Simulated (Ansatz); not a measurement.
Sr₄Te₅⁻, relaxed as a doublet with UKS PBE-D4/def2-SVP in Ansatz, starting from the GFN1-xTB geometry. Force threshold 0.03 eV/Å.

In the def2 sets Sr, Te take a core potential; there is no spin–orbit coupling. The structure comes from a short search, and lower isomers may exist.

Start:

```xyz
9

Sr   -0.7846   -2.3436   -1.4316
Sr    1.6458   -0.1726    1.5047
Sr   -1.6038    1.3106    0.8484
Sr    1.0078    1.0680   -2.5441
Te   -1.1204   -1.7921    1.5037
Te   -1.9460    0.3911   -2.1857
Te    2.1579   -1.4904   -1.3509
Te   -0.5078    0.4719    3.5737
Te    1.1511    2.5570    0.0818
```

| step | energy (eV) | largest force component (eV/Å) | SCF passes |
| --- | --- | --- | --- |
| 1 | -39824.8603 | 1.236 | 21 |
| 2 | -39825.3863 | 0.214 | 25 |
| 3 | -39825.4277 | 0.182 | 24 |
| 4 (rejected) | -39825.4031 | 0.305 | 25 |
| 5 | -39825.4494 | 0.039 | 21 |
| 6 | -39825.4500 | 0.009 | 20 |

Force components are those of the run's own axes.

End:

```xyz
9

Sr   -0.7611   -2.2767   -1.3839
Sr    1.6520   -0.2935    1.4433
Sr   -1.6731    1.2276    0.7695
Sr    1.0144    1.1316   -2.4515
Te   -1.2248   -1.9410    1.6627
Te   -2.0780    0.4037   -2.4245
Te    2.3272   -1.6115   -1.5319
Te   -0.4423    0.6775    3.7121
Te    1.1856    2.6822    0.2042
```

By distances, no bond broke or formed. The bond that changes most is Te5–Te8, from 3.13 to 3.42 Å (atoms count from 1).

No frequencies were taken in this run, so the end may be a saddle point.

Run time 80 s (4 threads of Arm Neoverse V1 on a shared host), peak host memory 0.57 GiB.
